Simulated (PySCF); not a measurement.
C₄H₄Cl₂. Atoms are numbered in the order given.

```xyz
10

Cl    -1.8672     0.0000     0.9726
C     -0.6722     0.0000    -0.2566
C      0.6722     0.0000    -0.2566
Cl     1.8672     0.0000     0.9726
C      0.7859     0.0000    -1.7655
C     -0.7859     0.0000    -1.7655
H      1.2475     0.9002    -2.2011
H      1.2475    -0.9002    -2.2011
H     -1.2475    -0.9002    -2.2011
H     -1.2475     0.9002    -2.2011
```

Coordinates come from a B3LYP-D3(BJ)/def2-SVP optimisation.

All values below come from PySCF with HF/def2-TZVP.

| Quantity | Value |
|---|---|
| total energy | -1072.81894 hartree |
| point group | C2v |
| highest occupied level | -9.44 eV |
| lowest empty level | 3.76 eV |
| orbital gap | 13.21 eV |
| dipole moment | 2.30 D |
| quadrupole, principal values (traceless, Buckingham form, about the centre of nuclear charge) | -2.88, -0.48, 3.36 D·Å |
| mean static polarisability | 67.7 bohr³ (10.03 Å³) |
| polarisability, principal values | 46.3, 71.3, 85.4 bohr³ |
